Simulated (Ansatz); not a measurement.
BFH$_{5}$NOSSi, SMILES `O[SiH](F)NBS`, relaxed with RKS PBE-D4/def2-SVP in Ansatz 0.2.0 from a rough embedded geometry. The force threshold is 0.03 eV/Å; the program also tests the step.

Total charge 0; spin multiplicity 1.

Start:

```xyz
11

O     1.639    0.890    0.366
Si    0.375    1.069   -0.813
F    -0.547    2.381   -0.392
N    -0.708   -0.322   -0.902
B    -1.249   -0.631    0.460
S    -0.804   -2.191    1.445
H     2.105    0.066    0.025
H     0.948    1.347   -2.129
H    -0.059   -1.196   -1.100
H    -2.012    0.137    0.975
H     0.312   -1.549    2.066
```

```csv
step,energy (eV),largest force (eV/Å),largest move (Å)
1,-25701.1369,2.543,0.000
2,-25701.5536,1.311,0.161
3,-25701.7554,0.465,0.194
4,-25701.8491,0.561,0.193
5,-25701.9301,0.412,0.197
6,-25702.0044,0.485,0.191
7,-25702.0889,0.658,0.195
8,-25702.1869,0.837,0.195
9,-25702.2894,0.892,0.192
10,-25702.3778,0.744,0.200
11,-25702.4540,1.031,0.198
14,-25702.5673,0.240,0.200
17,-25702.5812,0.173,0.041
20,-25702.5916,0.133,0.087
23 (rejected),-25702.5917,0.379,0.200
26,-25702.6251,0.107,0.068
29,-25702.6396,0.131,0.100
32 (rejected),-25702.6393,0.410,0.085
35,-25702.6480,0.267,0.133
38,-25702.6525,0.053,0.052
41,-25702.6553,0.069,0.032
44,-25702.6581,0.041,0.043
47,-25702.6591,0.057,0.007
48,-25702.6592,0.027,0.013
```

End:

```xyz
11

O     1.501    1.631    0.093
Si    0.512    1.052   -1.103
F    -0.488    2.200   -1.705
N    -0.561   -0.184   -0.474
B    -0.326   -0.984    0.677
S    -1.531   -2.253    1.174
H     1.083    1.759    0.963
H     1.396    0.623   -2.218
H    -1.427   -0.342   -1.003
H     0.685   -0.819    1.331
H    -0.845   -2.682    2.266
```

Hardware: 4 threads of a server CPU on a shared host. Wall time 76 s, peak host memory 0.23 GiB.
